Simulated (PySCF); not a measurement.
# `Cl[C@@H](C1=CC[C@@H]1O)F`, C5H6ClFO

Molfile (atoms numbered from 1):
```
C5H6ClFO
     RDKit          3D

 14 14  0  0  0  0  0  0  0  0999 V2000
   -0.8789    1.6709    0.8471 O   0  0  0  0  0  0  0  0  0  0  0  0
   -0.6066    0.3094    0.8461 C   0  0  1  0  0  0  0  0  0  0  0  0
   -1.5733   -0.6480    0.0741 C   0  0  0  0  0  0  0  0  0  0  0  0
   -0.3630   -1.0551   -0.7186 C   0  0  0  0  0  0  0  0  0  0  0  0
    0.4687   -0.2229   -0.0878 C   0  0  0  0  0  0  0  0  0  0  0  0
    1.8960    0.1339   -0.2123 C   0  0  1  0  0  0  0  0  0  0  0  0
    2.6153   -0.8431   -0.8236 F   0  0  0  0  0  0  0  0  0  0  0  0
    2.0516    1.6318   -1.2115 Cl  0  0  0  0  0  0  0  0  0  0  0  0
   -0.9132    1.9893   -0.0630 H   0  0  0  0  0  0  0  0  0  0  0  0
   -0.4623    0.0301    1.8922 H   0  0  0  0  0  0  0  0  0  0  0  0
   -2.3408   -0.1285   -0.4961 H   0  0  0  0  0  0  0  0  0  0  0  0
   -2.0340   -1.4312    0.6725 H   0  0  0  0  0  0  0  0  0  0  0  0
   -0.2308   -1.7874   -1.4931 H   0  0  0  0  0  0  0  0  0  0  0  0
    2.3707    0.3502    0.7518 H   0  0  0  0  0  0  0  0  0  0  0  0
  1  2  1  0
  2  3  1  0
  3  4  1  0
  4  5  2  0
  5  6  1  0
  6  7  1  0
  6  8  1  0
  5  2  1  0
  1  9  1  0
  2 10  1  1
  3 11  1  0
  3 12  1  0
  4 13  1  0
  6 14  1  1
M  END
```

The calculation used TDDFT B3LYP/def2-SVPD circular dichroism and optical rotation, one conformer, gas phase in PySCF. Geometry: GFN2-xTB.

The molecule is flexible and this is one conformer; a measurement averages over conformers. States above about 7.6 eV (minus the energy of the highest occupied orbital) lie near or above the ionisation threshold and depend on the basis.

Stereocentres: C2 S, C6 S.

(1) What is the specific rotation at 633, 589.3, 546, 436, 405, 365, 355 nm?

(2) And for the mirror image at 589.3 nm?

(3) What is the molar rotation [Φ] = [α]·M/100 of the geometry above at 589.3 nm?

## Answers

(1) [α] in deg dm⁻¹ (g/mL)⁻¹:
| λ (nm) | origin-invariant length gauge | modified velocity gauge | length gauge (centre of mass) | isotropic polarisability (au) |
| --- | --- | --- | --- | --- |
| 633 | -148.4 | -163.7 | -149.1 | 80.1 |
| 589.3 | -174.3 | -192.2 | -175.1 | 80.4 |
| 546 | -207.7 | -228.9 | -208.6 | 80.8 |
| 436 | -358.2 | -393.3 | -359.5 | 82.6 |
| 405 | -433.7 | -475.5 | -435.2 | 83.5 |
| 365 | -577.2 | -631.1 | -579.0 | 85.0 |
| 355 | -625.6 | -683.4 | -627.4 | 85.5 |

(2) +174.3 deg dm⁻¹ (g/mL)⁻¹ (origin-invariant length gauge): the same size and the opposite sign.

(3) With M = 136.55 g/mol, -238.0 deg cm² dmol⁻¹ (origin-invariant length gauge).

The first excitation lies at 5.48 eV (226 nm) with R = -10.4 × 10⁻⁴⁰ esu² cm² (velocity form).
